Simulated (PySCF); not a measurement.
**Worked example: refractive index and permittivity of the vapour**

C3H7BFN, SMILES CB(C(=C)F)N.

Coordinates come from a ωB97X-D3(BJ)/def2-SVP optimisation. This is a generated structure with no PubChem entry under its InChIKey; it may be hypothetical. The values are those of a single conformer.

PBE/def2-TZVP in PySCF gives a mean static polarisability of 61.6 bohr³ and a dipole moment of 2.67 D. Take an ideal gas at 298.15 K and 1 bar, whether or not the substance is that volatile.

Q: Work out n − 1 in the optical limit and the static ε − 1.

A: 
Polarisability volume α' = 61.6 × 0.148185 = 9.13 Å³. Number density N = p/kT = 2.43e-5 Å⁻³.
Dilute limit of Lorentz–Lorenz: n − 1 = 2π N α' = 0.0014.
Orientation term of Debye: μ²/(3kT) = 8.098 Å³ × μ²(D²) = 57.73 Å³.
ε − 1 = 4π N (α' + μ²/3kT) = 0.020. Orientation of the dipole supplies 86 % of the static response; it can't follow optical fields. Vibrational polarisation and dispersion are left out.
